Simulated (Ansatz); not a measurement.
`[CH3][SnH]([OH])[Br]` → CH₄ + `[OH][Sn][Br]` at 700 K and 1 bar (stannylene formation by 1,1-elimination).

Computed with Ansatz on PBE0-D4/def2-TZVP structures; ΔE is electronic, products minus reactants. CBS: MP2 limit from def2 TZ/QZ plus the TZ coupled-cluster correction, frozen cores. This one scheme is used for every species. Elements past krypton have def2 core potentials. For Br, Sn outer-core shells are correlated without core-valence functions, which leaves a few kJ/mol of doubt a bond. Scalar relativity is left out up to krypton. One conformer a species, not always the lowest.

```csv
species,CCSD(T)/CBS energy (Eh),H − E (kJ/mol),S (J/(mol·K))
`[CH3][SnH]([OH])[Br]`,-2903.65401,225.5,492.2
CH₄,-40.46206,145.9,224.0
`[OH][Sn][Br]`,-2863.20849,77.8,374.3
```

H − E and S are ideal-gas, rigid-rotor, harmonic terms from PBE0-D4/def2-TZVP, for one conformer and one mirror image of each species. 1 Eh = 2625.50 kJ/mol, R = 8.31446 J/(mol·K).

Problem. By hand: ΔE, ΔH, ΔS and ΔG.

Solution. ΔE = (-40.46206) + (-2863.20849) − (-2903.65401) = -0.01654 Eh = -43.4 kJ/mol. Δ(H − E) = 145.9 + 77.8 − 225.5 = -1.8, so ΔH = -45.2 kJ/mol. ΔS = 224.0 + 374.3 − 492.2 = 106.1 J/(mol·K). ΔG = -45.2 − 700 × (106.1)/1000 = -119.5 kJ/mol.

Problem. By hand: the equilibrium constant, and the temperature at which ΔG would vanish if ΔH and ΔS stayed fixed.

Solution. log₁₀ K = −ΔG/(RT ln 10) = 8.9. ΔH and −TΔS have one sign here, so there is no such temperature.

The number of gas molecules changes by +1, which sets the sign of ΔS. A doubt of 5 kJ/mol in ΔE shifts log₁₀ K by 0.4 here. Other conformers and mirror images would add mixing entropy, several J/(mol·K) or more a flexible species. Modes under 60 cm⁻¹, often nearly free rotors, make the harmonic entropy too high. These are equilibria of isolated gas molecules and say nothing of rates. Largest T1 diagnostic: 0.015 (customary marks: 0.02 for closed shells, 0.045 for open ones).
